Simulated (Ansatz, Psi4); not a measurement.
# Exact exchange and the electronic atomisation energy of SnSe

SnSe has 2 atoms, charge 0, and is taken as a singlet. SMILES: `[Se][Sn]`. The shape is that of a PBE0-D4/def2-TZVP optimisation.

The electronic atomisation energy y, in eV, basis def2-TZVP with a core potential; a is the functional's share of exact exchange. Programs: Ansatz 0.2.0, Psi4 1.11.

| functional | program | a | y (eV) |
| --- | --- | --- | --- |
| r2SCAN | Ansatz | 0 | 4.75 |
| PBE | Ansatz | 0 | 4.93 |
| TPSSh | Psi4 | 0.1 | ? |
| B3LYP | Ansatz | 0.2 | 4.61 |
| PBE0 | Ansatz | 0.25 | 4.60 |
| r2SCAN0 | Ansatz | 0.25 | 4.45 |
| BHLYP | Ansatz | 0.5 | 4.21 |

Fit y = c + s·a to the known rows and predict TPSSh.


1. Means of the 6 rows: a = 0.2000, y = 4.592.
2. Σ(Δa)² = 0.175, Σ(Δa·Δy) = -0.2205, so the slope is -0.2205/0.175 = -1.26.
3. Intercept: 4.592 − (-1.26) × 0.2000 = 4.844. The largest residual of the fit is 0.094.
4. TPSSh: 4.844 + (-1.26) × 0.1 = 4.72 eV.

The run gave 4.71 eV, so the prediction is off by +0.01 eV, within the largest residual. The rows mix families of semi-local functionals, which the line can't see. Spin-orbit coupling is left out.
